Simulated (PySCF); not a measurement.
C₃F₂NO (charge -1).
SMILES with atom numbers: `[N:1]#[C:2]/[C:3]([F:4])=[C:5](/[O-:6])[F:7]`

The closed-shell ground state was solved at several levels (PySCF, density fitting, gas phase, non-relativistic). Isolated species at its GFN2-xTB geometry, gas phase. No diffuse functions stand in pcJ-1 and pcSseg-1, which bears on an anion's orbital energies.

```json
{"level": "PBE0/pcSseg-1", "basis functions": "119", "HOMO (eV)": "-1.32", "LUMO (eV)": "4.73", "gap (eV)": "6.05"}
{"level": "B3LYP/pcJ-1", "basis functions": "189", "HOMO (eV)": "-1.11", "LUMO (eV)": "4.52", "gap (eV)": "5.63"}
```

What might CAM-B3LYP/def2-SVPD (149 basis functions) give for the same quantities?

HOMO -2.93 eV, LUMO 5.11 eV, gap 8.04 eV.

Over all these levels, which gives the widest orbital gap and which the narrowest?

CAM-B3LYP/def2-SVPD (range-separated hybrid) has the widest, 8.04 eV, and B3LYP/pcJ-1 (global hybrid, 20 % exact exchange) the narrowest, 5.63 eV. Functional and basis both differ between the two, so the spread mixes both effects.
